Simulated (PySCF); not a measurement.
**Bonding in `C#C[C@@]12CCCC[C@@H]1C2`**

C9H12.
SMILES with atom numbers: `[CH:1]#[C:2][C@@:3]12[CH2:4][CH2:5][CH2:6][CH2:7][C@@H:8]1[CH2:9]2` (hydrogens: H10 on C1; H11, H12 on C4; H13, H14 on C5; H15, H16 on C6; H17, H18 on C7; H19 on C8; H20, H21 on C9)

Cartesian coordinates in Å at the GFN2-xTB level; atoms count from 1:
```xyz
21
C9H12 angstrom
C      3.3285    0.5683    0.9463
C      2.2306    0.4520    0.4805
C      0.9088    0.3120   -0.0510
C      0.5915   -1.0715   -0.6055
C     -0.6667   -1.6653    0.0242
C     -1.8247   -0.6781   -0.0697
C     -1.5584    0.5264    0.8305
C     -0.1814    1.1156    0.6264
C      0.3075    1.5234   -0.7273
H      4.2924    0.6684    1.3470
H      0.4564   -1.0073   -1.6892
H      1.4410   -1.7326   -0.4198
H     -0.9202   -2.5963   -0.4867
H     -0.4763   -1.8984    1.0744
H     -1.9478   -0.3594   -1.1069
H     -2.7548   -1.1579    0.2409
H     -2.3138    1.2987    0.6570
H     -1.6438    0.2107    1.8744
H      0.1432    1.7423    1.4508
H     -0.3317    1.3497   -1.5799
H      0.9106    2.4161   -0.8066
```

Bond orders from the PBE0/pcSseg-1 density (PySCF). Isolated species at its GFN2-xTB geometry (one conformer only).

Question: How far do the computed orders between heavy atoms stray from the drawn ones?

Answer: The largest departure is 0.597, at C1–C2 (drawn triple, 2.403). Drawn double or triple, more than 0.30 short of the drawn order: C1–C2 (2.403).

Question: Set the Mayer orders of the bonds beside their lengths.

Answer: 
```csv
bond,drawn as,length (Å),Mayer order
C1–C2,triple,1.198,2.403
C2–C3,single,1.432,1.039
C3–C4,single,1.524,0.999
C4–C5,single,1.527,1.043
C5–C6,single,1.525,1.030
C6–C7,single,1.527,1.038
C7–C8,single,1.512,1.032
C8–C9,single,1.496,0.930
C8–C3,single,1.514,0.899
C9–C3,single,1.512,0.900
C1–H10,single,1.049,1.160
C4–H11,single,1.094,0.943
C4–H12,single,1.092,0.953
C5–H13,single,1.092,0.954
C5–H14,single,1.092,0.946
C6–H15,single,1.092,0.946
C6–H16,single,1.092,0.956
C7–H17,single,1.094,0.947
C7–H18,single,1.094,0.943
C8–H19,single,1.085,0.957
C9–H20,single,1.080,0.950
C9–H21,single,1.080,0.955
```

By pair of heavy elements: C–C: lowest C8–C3 and C9–C3 (0.899, 1.514 Å), highest C1–C2 (2.403, 1.198 Å); in 15 of the 45 pairs the longer bond (by over 0.003 Å) has the higher order (by 0.02 or more). Bonds named together lie within 0.004.

Question: Sum the orders of all bonds at each heavy atom with more than one neighbour and set the sums beside the valence in the SMILES.

Answer: C1 3.563 (drawn 4), C2 3.442 (drawn 4), C3 3.837 (drawn 4), C4 3.938 (drawn 4), C5 3.973 (drawn 4), C6 3.970 (drawn 4), C7 3.960 (drawn 4), C8 3.818 (drawn 4), C9 3.735 (drawn 4). Orders between atoms that aren't bonded are not in these sums.

The Mayer order sums products of elements of PS (density times overlap matrix) between the two atoms' basis functions, so it depends on the basis set.
